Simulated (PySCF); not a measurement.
## SMILES CN(C)c1ccc(C#N)cc1, C₉H₁₀N₂

Geometry:
| atom | x (Å) | y (Å) | z (Å) |
| --- | --- | --- | --- |
| C1 | -2.481 | 0.909 | -1.056 |
| N2 | -1.700 | 0.401 | 0.042 |
| C3 | -2.347 | 0.043 | 1.278 |
| C4 | -0.347 | 0.256 | -0.090 |
| C5 | 0.447 | -0.241 | 0.973 |
| C6 | 1.816 | -0.386 | 0.835 |
| C7 | 2.464 | -0.044 | -0.363 |
| C8 | 3.876 | -0.195 | -0.502 |
| N9 | 5.025 | -0.317 | -0.615 |
| C10 | 1.685 | 0.449 | -1.422 |
| C11 | 0.316 | 0.597 | -1.294 |
| H12 | -3.536 | 0.954 | -0.761 |
| H13 | -2.411 | 0.264 | -1.950 |
| H14 | -2.171 | 1.927 | -1.351 |
| H15 | -3.424 | 0.229 | 1.191 |
| H16 | -1.972 | 0.638 | 2.130 |
| H17 | -2.209 | -1.024 | 1.526 |
| H18 | -0.013 | -0.519 | 1.920 |
| H19 | 2.404 | -0.771 | 1.670 |
| H20 | 2.170 | 0.720 | -2.362 |
| H21 | -0.248 | 0.983 | -2.142 |

Theory: quadratic response CAM-B3LYP/def2-SVPD first hyperpolarisability, Taylor convention, gas phase in PySCF 2.14.0. Geometry: PBE0-D3(BJ)/def2-SVP.

Task: Give the tensor of the static β(0;0,0) in the axes of these coordinates.

Result: In au, Taylor convention; rows are the first index (the induced dipole):
|  | xx | yy | zz | xy | xz | yz |
| --- | --- | --- | --- | --- | --- | --- |
| x | -1019.9 | +43.9 | +121.3 | +114.6 | +118.5 | -45.2 |
| y | +114.6 | -16.4 | -6.5 | +43.9 | -45.2 | +2.8 |
| z | +118.5 | +2.8 | -37.8 | -45.2 | +121.3 | -6.5 |

Norm of βᵢ = ⅓ Σⱼ (βᵢⱼⱼ + βⱼᵢⱼ + βⱼⱼᵢ): 863.7 au, hyper-Rayleigh value 412.0 au.
